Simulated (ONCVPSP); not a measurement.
## Ranking ONCV potentials for beryllium (Be)

All share these settings but for the change named:

beryllium, optimised norm-conserving Vanderbilt (ONCV), made with ONCVPSP 4.0.1 (LDA (Perdew-Wang 92), scalar-relativistic). Core [He], reference 2s1.5 (charge +0.5). Waves: 2s: rc 2.15 bohr, ncon 4, nbas 8, qcut 3.1 1/bohr, 1 projector; p scattering state at 0.44 Ha: rc 2.30 bohr, ncon 4, nbas 8, qcut 3.7 1/bohr, 2 projectors, debl 1.3 Ha; d scattering state at 0.3 Ha: rc 1.85 bohr, ncon 4, nbas 7, qcut 4.4 1/bohr, 2 projectors, debl 2.4 Ha. Local part: polynomial inside 1.75 bohr (lpopt 5, dvloc0 4 Ha). Core correction: polynomial model core, fcfact 0.45.

In the p channel the program set the typed energies aside and used 0.050, 1.350 Ha.

Test errors are all-electron minus pseudo excitation energies from the reference, over 2s2; 2s1; 2s1 2p1; 2s0 2p2. None of these files shows a bound ghost.

The base gives 5.4 meV.

Of 9 variants that were run, those that failed, showed a ghost or another fault, or gave nearly equal values are left out.

Question: Rank these variants by their largest absolute test error, smallest first.
A. p: rc 2.2
B. p: rc 3.34
C. p: rc 2.54
D. p: rc 1.6; local potential polynomial inside 1.60 bohr (lpopt 5, dvloc0 4 Ha)
E. p: rc 2.96

Answer: C (2.7 meV), A (7.5 meV), E (8.8 meV), D (10.2 meV), B (11.5 meV).
